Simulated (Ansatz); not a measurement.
Mulliken charges of C2HCl3Hf (`C#[C][Hf]([Cl])([Cl])[Cl]`) from r2SCAN/def2-TZVPP in Ansatz (PBE0-D4/def2-TZVP geometry).

```csv
atom,x (Å),y (Å),z (Å),charge (e)
C1,0.037,-2.157,-0.647,-0.279
C2,0.016,-0.994,-0.298,-0.186
Hf3,-0.019,1.065,0.319,0.951
Cl4,1.520,1.327,2.038,-0.234
Cl5,0.555,2.376,-1.509,-0.234
Cl6,-2.165,1.562,1.051,-0.234
H7,0.056,-3.180,-0.954,0.216
```

Q: By hand: the dipole of these point charges (1 e Å = 4.8032 D).

A: Σ q r = (0.002, -0.119, -0.036) e Å, of length 0.124 e Å = 0.60 D.

Q: How does the dipole of the full density compare? (Best estimate.)

A: Computed: (0.006, -0.332, -0.100) e Å, 1.67 D; the point charges give 0.36 times that, at 0° from its direction.

Point charges leave out the atoms' own dipoles, such as those of lone pairs, and Mulliken's split depends on the basis, so the two needn't agree.
